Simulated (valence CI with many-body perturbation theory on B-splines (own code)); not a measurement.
Au XLVI: key properties

Level of theory: configuration interaction combined with many-body perturbation theory (CI+MBPT): six valence electrons over a frozen Dirac-Fock core [Ar] 3d10, a basis of 9 s, 9 p, 8 d, 6 f, 3 g, 1 h functions for each j, with the one-electron correlation potential Σ1 (screened to all orders), the two-electron term Σ2, the three-electron term Σ3, Breit, model QED; selected single and double excitations, second order for the rest, scaled by the run's own slope (own B-spline code, finite nucleus).

No measured spectrum was set against this ion. As an estimate, large intervals hold to a few tenths of a per cent, small ones and those within an open d or f shell to about a per cent. Among the levels kept, up to 660 cm⁻¹ of a level comes from second order outside the variational space, and about a tenth of that is noise between levels of different J, which matters for small intervals.

Levels are named by their leading jj configuration (3d3/2^4 stands for four electrons in 3d with j = 3/2), which in mixed levels can hold well under half, so a name can repeat and another be missing.

Rates and lifetimes use the calculated energies. Strong lines usually hold to 10 to 20 %, long lifetimes can be off by a factor of two.

Problem. What is the ground level?

Solution. (4s^2 4p1/2^2 4p3/2^2) J=2, composition 68 % 4s2.4p4 3P + 31 % 4s2.4p4 1D, g = 1.340.

Problem. What is the ionisation energy?

Solution. 2385.8 eV; NIST lists 2383 ± 4 eV (theoretical).

Problem. Among levels below 2960900 cm⁻¹, which E1 lines absorb most strongly from the ground level?

Solution. to (4s^2 4p1/2 4p3/2^2 4d3/2) J=3 at 3.846 nm, f = 0.675; to (4s^2 4p1/2 4p3/2^2 4d3/2) J=2 at 3.832 nm, f = 0.571; to (4s^2 4p1/2^2 4p3/2 4d5/2) J=3 at 5.723 nm, f = 0.426.

Problem. Where does the other parity begin?

Solution. At (4s^2 4p1/2^2 4p3/2 4d3/2) J=2, 1381900 cm⁻¹.

Problem. How well does LS coupling describe the low levels?

Solution. Among the lowest 20 levels the leading LS term, summed over configurations, holds 52 % on average. For single configurations the figures are 51 % in LS and 96 % in jj coupling. Terms mix most in the J = 3 level at 1416800 cm⁻¹, where the leading one holds 28 %.
